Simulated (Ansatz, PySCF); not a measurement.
This PySCF input computes a r2SCAN/def2-TZVPD energy:

```python
from pyscf import gto, scf, dft

mol = gto.M(
    atom='''
    Ge   -0.00000000   -0.00000000   -1.50938001
    I     0.00000000    0.00000000    0.91132378
    ''',
    basis='def2-tzvpd',
    ecp='def2-tzvp',
    charge=1,
    spin=0,
    verbose=4,
)

mf = dft.RKS(mol, xc='r2scan').density_fit(auxbasis='def2-universal-jkfit')
mf.grids.level = 4
mf.conv_tol = 1e-9
mf.max_cycle = 100
mf.max_memory = 1500
mf.kernel()
if not mf.converged:
    mf = mf.newton()
    mf.kernel(mf.make_rdm1())
mf.analyze()
```

Write an input for the same energy in Ansatz (a first-principles code) and say what it gives.


Ansatz 0.2 input:
```yaml
crystal:
  periodic: [false, false, false]
  atoms:
    - {symbol: Ge, position_ang: [-0.00000000, -0.00000000, -1.50938001]}
    - {symbol: I, position_ang: [0.00000000, 0.00000000, 0.91132378]}
basis:
  gaussian:
    orbitals: def2-TZVPD
hamiltonian:
  xc: {name: r2SCAN}
total_charge: 1
output: {forces: true}
```
It gives -2374.55427 Eh, and PySCF -2374.55432 Eh, a difference of 0.05 mEh, from the treatment of integrals and grids.
